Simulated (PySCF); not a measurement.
# Predicted spectroscopic data

PySCF 2.14 calculation with couplings computed with B3LYP/pcJ-1 (spin–dipole term left out of most H,H and C,H couplings), σ from GIAO-PBE0/pcSseg-1 and geometry: PBE0-D3(BJ)/def2-SVP; non-relativistic, gas phase, a single conformation, one averaged value for each set of equivalent atoms.

Shifts are taken against calculated references (same method and geometry level): $^{1}$H (31.27 ppm), $^{13}$C (184.41 ppm) vs TMS. Multiplet labels drop J under 1 Hz and among equivalent protons, and merge close values. Unscaled 3J(H,H) run several per cent high. Where no couplings were computed, multiplicities follow the n + 1 count of equivalent neighbours, and m marks all less simple cases (inequivalent or close neighbours, rings, F or P nearby). Vicinal couplings that depend on rotamer populations or ring flexing (ring, CH–CH, X–H and H–F types) are those of the one conformer. One-bond C–F couplings are unscaled and too large by tens of Hz. Couplings to H on boron are left out. Carbons bonded to boron are broad in practice. Shifts are as computed. Against solution values, carbons near 30 ppm lie about +2 ppm off and those near 130 ppm about +5 ppm. Of 1309 compounds with measured shifts, 239 miss one by over three times the rms of a fit or turn the order of signals round; such compounds aren't used in these exercises. OH and NH positions are gas-phase values without hydrogen bonding to other molecules.

Compound 1 (C4H8BFO2). $^{1}$H NMR (600 MHz, computed): δ 4.45 (m, 1H), 3.80 (br s, 2H), 2.15 (m, 1H), 2.04 (m, 1H), 1.61 (m, 1H), 1.59 (m, 1H), 1.46 (m, 1H). $^{13}$C{$^{1}$H} NMR (computed): δ 89.1 (d, J = 281.1 Hz), 33.8 (d, J = 17.0 Hz), 33.4 (d, J = 15.3 Hz), 12.6 (d, J = 19.7 Hz). Structure: SMILES OB(O)[C@@H]1CC[C@H]1F.

Compound 2 (C5H9BO3). $^{1}$H NMR (600 MHz, computed): δ 7.76 (d, 1H), 6.11 (d, 1H), 3.78 (s, 2H), 3.73 (br, 2H), 3.40 (s, 3H). $^{13}$C{$^{1}$H} NMR (computed): δ 198.3, 186.4, 103.4, 74.4, 58.9. Structure: SMILES COCC1=[O+][BH2-]OC=C1.
